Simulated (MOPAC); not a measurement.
MOPAC input (PM7):

```
PM7 PRECISE GNORM=0.05 LET XYZ UHF MS=0.5 GEO-OK AUX(PRECISION=9) THREADS=1
C3H10NSi

C     1.17523500 1   -0.33891300 1   -1.43541200 1
Si    0.03012300 1    0.00343900 1   -0.01996200 1
C    -1.57548200 1    0.68781800 1   -0.69610000 1
C    -0.21572000 1   -1.57787800 1    0.95081000 1
N     0.64354800 1    1.18628100 1    1.09939600 1
H     1.96001400 1   -1.08873100 1   -1.39641900 1
H     1.17839100 1    0.24596100 1   -2.35062000 1
H    -2.03745500 1   -0.01358100 1   -1.39409100 1
H    -2.28391300 1    0.88612000 1    0.11050000 1
H    -1.40975300 1    1.62460700 1   -1.23464300 1
H    -0.90244500 1   -1.41961200 1    1.78456100 1
H     0.73057700 1   -1.94110600 1    1.36027300 1
H    -0.62249500 1   -2.36812200 1    0.31625100 1
H     1.44081200 1    0.94803300 1    1.67142300 1
H     0.71551300 1    2.14814800 1    0.80066500 1
```

Output:

```
 *******************************************************************************
 **                                                                           **
 **                              MOPAC v23.2.5                                **
 **                                                                           **
 *******************************************************************************
 ** MOPAC's Digital Object Identifier: https://doi.org/10.5281/zenodo.6511958 **
 **                                                                           **
 ** Please cite the open-source release paper for use of this MOPAC version:  **
 ** J. E. Moussa and J. J. P. Stewart (2026)                                  **
 ** MOPAC: An open-source semiempirical molecular orbital program             **
 ** J. Open Source Softw., 11(119), 8025, https://doi.org/10.21105/joss.08025 **
 *******************************************************************************

                              PM7 CALCULATION RESULTS

 *******************************************************************************
 *  PM7        - The PM7 Hamiltonian to be used
 *  GEO-OK     - OVERRIDE INTERATOMIC DISTANCE AND OTHER SAFETY CHECKS
 *  UHF        - UNRESTRICTED HARTREE-FOCK CALCULATION
 *  MS=        - IN MECI, MAGNETIC COMPONENT OF SPIN =  0.5
 *  LET        - OVERRIDE SOME SAFETY CHECKS
 *  PRECISE    - TIGHTER CRITERIA TO BE USED
 *  XYZ        - CARTESIAN COORDINATE SYSTEM TO BE USED
 *  GNORM      - EXIT WHEN GRADIENT NORM DROPS BELOW 0.050
 *  AUX        - OUTPUT AUXILIARY INFORMATION
 *******************************************************************************
PM7 PRECISE GNORM=0.05 LET XYZ UHF MS=0.5 GEO-OK AUX(PRECISION=9) THREADS=1
 C3H10NSi

   ATOM   CHEMICAL          X               Y               Z
  NUMBER   SYMBOL      (ANGSTROMS)     (ANGSTROMS)     (ANGSTROMS)

     1       C          1.17523500  *  -0.33891300  *  -1.43541200  *
     2      Si          0.03012300  *   0.00343900  *  -0.01996200  *
     3       C         -1.57548200  *   0.68781800  *  -0.69610000  *
     4       C         -0.21572000  *  -1.57787800  *   0.95081000  *
     5       N          0.64354800  *   1.18628100  *   1.09939600  *
     6       H          1.96001400  *  -1.08873100  *  -1.39641900  *
     7       H          1.17839100  *   0.24596100  *  -2.35062000  *
     8       H         -2.03745500  *  -0.01358100  *  -1.39409100  *
     9       H         -2.28391300  *   0.88612000  *   0.11050000  *
    10       H         -1.40975300  *   1.62460700  *  -1.23464300  *
    11       H         -0.90244500  *  -1.41961200  *   1.78456100  *
    12       H          0.73057700  *  -1.94110600  *   1.36027300  *
    13       H         -0.62249500  *  -2.36812200  *   0.31625100  *
    14       H          1.44081200  *   0.94803300  *   1.67142300  *
    15       H          0.71551300  *   2.14814800  *   0.80066500  *

          CARTESIAN COORDINATES

    NO.       ATOM           X           Y           Z

     1         C          1.1752     -0.3389     -1.4354
     2        Si          0.0301      0.0034     -0.0200
     3         C         -1.5755      0.6878     -0.6961
     4         C         -0.2157     -1.5779      0.9508
     5         N          0.6435      1.1863      1.0994
     6         H          1.9600     -1.0887     -1.3964
     7         H          1.1784      0.2460     -2.3506
     8         H         -2.0375     -0.0136     -1.3941
[...]
   7    H        1.174498425     0.276042177    -2.306362324
   8    H       -2.088071512    -0.085743179    -1.352352951
   9    H       -2.274209023     0.895056138     0.128560248
  10    H       -1.438422416     1.573103021    -1.293038954
  11    H       -0.897460434    -1.398569103     1.796771298
  12    H        0.707460952    -2.001608154     1.307022185
  13    H       -0.721063723    -2.362988810     0.303968088
  14    H        1.512004772     0.958012496     1.626240250
  15    H        0.794815367     2.156152355     0.753879179

           Empirical Formula: C3 H10 N Si  =    15 atoms

      MOLECULAR POINT GROUP   :   Cs

          ALPHA EIGENVALUES
 -34.96802 -26.00418 -24.04969 -23.07752 -16.20685 -14.88100 -14.53907 -14.22048
 -14.01263 -13.26915 -13.06826 -12.61510 -11.90922 -11.23758 -10.04660  -9.14870
   1.50024   1.77220   1.98310   5.51257   5.91927   5.95823   5.98789   5.99775
   6.19280   6.49303   7.03993   7.06989   7.24478   8.16684  23.68800  24.04216
  24.37597  24.66462  24.83255

           BETA EIGENVALUES
 -34.83599 -25.93463 -24.04768 -22.67656 -16.17768 -14.82502 -14.33765 -14.19659
 -13.89002 -13.26471 -13.01287 -12.48910 -11.66157 -11.21482  -9.36109   0.12895
   1.77290   1.96000   2.18422   5.56262   5.92214   5.95919   5.99064   5.99960
   6.37478   6.75318   7.04051   7.07118   7.25813   8.20338  23.71670  24.02911
  24.36672  24.67488  24.87980

              NET ATOMIC CHARGES AND DIPOLE CONTRIBUTIONS

  ATOM NO.   TYPE          CHARGE      No. of ELECS.   s-Pop       p-Pop       d-Pop
    1          C          -0.361432        4.3614     1.13873     3.22270
    2         Si           0.331288        3.6687     0.77541     2.62191     0.27140
    3          C          -0.525077        4.5251     1.04293     3.48215
    4          C          -0.525096        4.5251     1.04293     3.48217
    5          N          -0.696767        5.6968     1.60109     4.09568
    6          H           0.139910        0.8601     0.86009
    7          H           0.139888        0.8601     0.86011
    8          H           0.160683        0.8393     0.83932
    9          H           0.168288        0.8317     0.83171
   10          H           0.158749        0.8413     0.84125
   11          H           0.168278        0.8317     0.83172
   12          H           0.158744        0.8413     0.84126
   13          H           0.160688        0.8393     0.83931
   14          H           0.260934        0.7391     0.73907
   15          H           0.260924        0.7391     0.73908
 DIPOLE           X         Y         Z       TOTAL
 POINT-CHG.     0.045    -0.449    -0.652     0.793
 HYBRID         0.733     0.338    -0.138     0.819
 SUM            0.778    -0.111    -0.790     1.114

          ATOMIC ORBITAL ELECTRON POPULATIONS

     Atom    s        px        py        pz      x^2-y^2     xz        z^2       yz        xy
    1  C   1.13873   1.07022   1.05887   1.09362
    2 Si   0.77541   0.92380   0.85952   0.83858   0.05232   0.06161   0.04624   0.06285   0.04837
    3  C   1.04293   1.15755   1.16047   1.16413
    4  C   1.04293   1.16714   1.15127   1.16376
    5  N   1.60109   1.45919   1.19818   1.43831
    6  H   0.86009
    7  H   0.86011
    8  H   0.83932
    9  H   0.83171
   10  H   0.84125
   11  H   0.83172
   12  H   0.84126
   13  H   0.83931
   14  H   0.73907
   15  H   0.73908

                    (SZ)    =    0.500000
                    (S**2)  =    0.756399

          ATOMIC ORBITAL SPIN POPULATIONS

    Atom   Total    s     px     py     pz   x^2-y^2  xz     z^2    yz     xy
         Atomic
    1  C  1.0544  0.026  0.388  0.442  0.198
    2 Si -0.0635 -0.008 -0.023 -0.014 -0.026  0.002  0.001  0.002  0.004  0.000
    3  C  0.0065  0.001  0.004  0.001 -0.000
    4  C  0.0063  0.001  0.000  0.002  0.003
    5  N  0.0620 -0.002  0.003  0.014  0.046
    6  H -0.0290 -0.029
    7  H -0.0290 -0.029
    8  H -0.0003 -0.000
    9  H  0.0000  0.000
   10  H -0.0004 -0.000
   11  H -0.0000 -0.000
   12  H -0.0003 -0.000
   13  H -0.0003 -0.000
   14  H -0.0032 -0.003
   15  H -0.0032 -0.003

 **********************
 *                    *
 * JOB ENDED NORMALLY *
 *                    *
 **********************

 == MOPAC DONE ==
```

The geometry given is a B3LYP-D3(BJ)/def2-TZVP minimum.
